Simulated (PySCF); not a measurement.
Si(F)2(Br)(OH) (BrF2HOSi), SMILES O[Si](F)(F)Br. Coordinates come from a B3LYP-D3(BJ)/def2-SVP optimisation. The structure was generated by enumeration, and PubChem lists no compound with its InChIKey, so it may never have been made. The values are those of a single conformer.

The numbers are results of B3LYP-D3(BJ)/def2-SVP (PySCF), not measurements.

Harmonic wavenumbers (cm⁻¹): 125, 195, 210, 274, 330, 336, 480, 757, 872, 967, 1004, 3863. Rotational constants (GHz): 3.963, 1.507, 1.494; symmetry number 1.

Problem. Work out the zero-point energy and the ideal-gas rigid-rotor harmonic-oscillator thermochemistry at 298.15 K and 1 atm.

Solution. ZPE = ½ Σ hcν = ½ × 9414 cm⁻¹ = 56.31 kJ/mol. H − E(el) = 75.37 kJ/mol. Entropy in J/(mol K): translation 172.27, rotation 117.06, vibration 52.80, total 342.13. G − E(el) = -26.63 kJ/mol. Cp = 91.36 J/(mol K). Modes under 150 cm⁻¹ make the vibrational entropy uncertain.
